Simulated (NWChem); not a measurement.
# trans-1,3,3,3-tetrafluoropropene (C₃H₂F₄); SMILES F/C=C/C(F)(F)F

```xyz
9

F     -0.1390    -2.8397     0.0008
C      0.2946    -1.5944    -0.0031
C     -0.5351    -0.5570     0.0067
C     -0.0362     0.8455     0.0008
F     -0.4698     1.5101    -1.0750
F     -0.4686     1.5180     1.0722
F      1.3002     0.9070    -0.0005
H      1.3854    -1.5134    -0.0146
H     -1.6181    -0.6953     0.0184
```
Atoms are numbered in this order, from 1.

Results from NWChem. Structure relaxed at the PBE0/def2-SVP level. Static field.

Predict the results for PBE/def2-SVP. Quantities: isotropic polarisability (bohr³); anisotropy (bohr³).

The isotropic polarisability (bohr³) comes out as 32.8 and the anisotropy (bohr³) is 19.1.
